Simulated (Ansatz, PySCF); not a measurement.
difluoromethyl(methyl)silane (C₂H₆F₂Si), SMILES FC([SiH2]C)F.

Coordinates come from a B3LYP-D3(BJ)/def2-SVP optimisation. One conformer was computed; it need not be the lowest.

Vertical ionisation energy (IE) and electron affinity (EA) in eV. Rows of orbital energies are one-electron estimates. Where ΔSCF, EOM or ADC give a negative EA the extra electron is unbound and the value depends on the basis.

| level | IE | EA |
|---|---|---|
| −ε(HOMO), −ε(LUMO), B3LYP/def2-TZVP (PySCF) | 8.28 | -0.21 |
| −ε(HOMO), −ε(LUMO), PBE/def2-TZVP (PySCF) | 6.92 | 0.33 |
| ΔSCF, PBE0/def2-SVPD (Ansatz), final states of multiplicity 2 and 2 | 10.85 | -1.57 |
| ΔSCF, PBE/def2-SVPD (Ansatz), final states of multiplicity 2 and 2 | (withheld) | (withheld) |

### Question
Fill in the missing entries. (An estimate is asked for; the answer gives what the named calculation found.)

### Answer

- ΔSCF, PBE/def2-SVPD (Ansatz, a first-principles code), final states of multiplicity 2 and 2, IE: 10.38
- ΔSCF, PBE/def2-SVPD (Ansatz), final states of multiplicity 2 and 2, EA: -1.39

### Question
What vertical singlet–triplet gap does ΔSCF give with PBE0/def2-SVPD (Ansatz) and with PBE/def2-SVPD (Ansatz)? (The exact figures need the calculation; the answer reports its results.)

### Answer
7.41 and 6.79 eV (triplet above singlet where positive).
